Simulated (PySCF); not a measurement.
# One molecule, several mistakes: FH4N2Si

All numbers below are calculated, not measured. The program is PySCF 2.14.0, an open-source quantum chemistry code, run on an isolated molecule that a program drew, which may never have been made. The molecule is FH4N2Si (charge 0, doublet), drawn as the SMILES string `N[Si](N)F`.

Each row is a Hartree-Fock (HF) and frozen-core CCSD(T) single point in the cc-pV(D+d)Z basis, meant for a local HF minimum. Run 1 is clean. Each other run has one planted mistake out of seven kinds, and not every kind appears here: one electron removed, one electron added, multiplicity raised by two, geometry at a saddle point, minimal basis STO-3G, one bond length entered in bohr, all coordinates scaled. The reference is restricted for singlets and unrestricted otherwise, and also for a bond in bohr. Adding or removing an electron swaps singlet and doublet. Electrons count all cores. HOMO and LUMO are orbital energies over both spins, the gradient is its largest component, and the lowest frequency (negative if imaginary) is given only where the gradient is small. Bond lengths are over the 7 bonds as drawn. T1 is the CCSD diagnostic: over 0.02 (restricted) or 0.045 (unrestricted) a single reference is doubtful.

Geometry of the clean run:
```xyz
8
FH4N2Si, angstrom
N    -1.6502    1.7219    2.3616
Si   -1.7804    0.6347    1.0575
N    -0.2041    0.1040    0.6640
F    -2.5679   -0.7471    1.3997
H    -1.1032    1.4661    3.1649
H    -2.4289    2.2958    2.6224
H     0.4895    0.7768    0.3976
H    -0.0912   -0.7499    0.1505
```

```
run,electrons,basis functions,<S^2>,HOMO (eV),LUMO (eV),gradient (hartree/bohr),lowest frequency (cm^-1),mean bond (Å),longest bond (Å),T1,HF (hartree),CCSD(T) (hartree),mistake
1,41,85,0.754,-8.79,2.45,3.2e-05,216,1.2930,1.709,0.0135,-499.69777,-500.34517,no fault
2,41,85,0.759,-9.54,1.45,5.9e-02,-,1.4119,1.866,0.0173,-499.63787,-500.30635,all coordinates scaled
3,40,85,0.000,-17.67,-6.81,9.2e-02,-,1.2930,1.709,0.0205,-499.40931,-500.07025,one electron removed
4,41,85,1.536,-9.15,2.03,2.4e-02,-,1.4204,1.895,0.0562,-499.55687,-500.19673,?
```

**Which mistake was planted in run 4, and what did it cost?**

The mean bond changes by a factor of 1.099 and the longest by 1.109, so the molecule wasn't scaled as a whole. A length L in bohr read as angstrom grows by (1/0.5292 - 1) L = 0.890 L. The 7 bonds together grew by 7 x 0.1274 = 0.892 Å, which gives L = 1.002 Å. That is the length of one of the H-N bonds, 1.003 Å in the clean geometry. So the mistake is: one bond length entered in bohr. Subtracting run 1 and multiplying by 627.51 kcal/mol a hartree, the energy moved by 88.4 kcal/mol in HF and 93.1 kcal/mol in CCSD(T).

Cautions from the logs. Run 3: T1 is over the limit, so its CCSD(T) energy is less reliable; run 4: T1 is over the limit, so its CCSD(T) energy is less reliable.
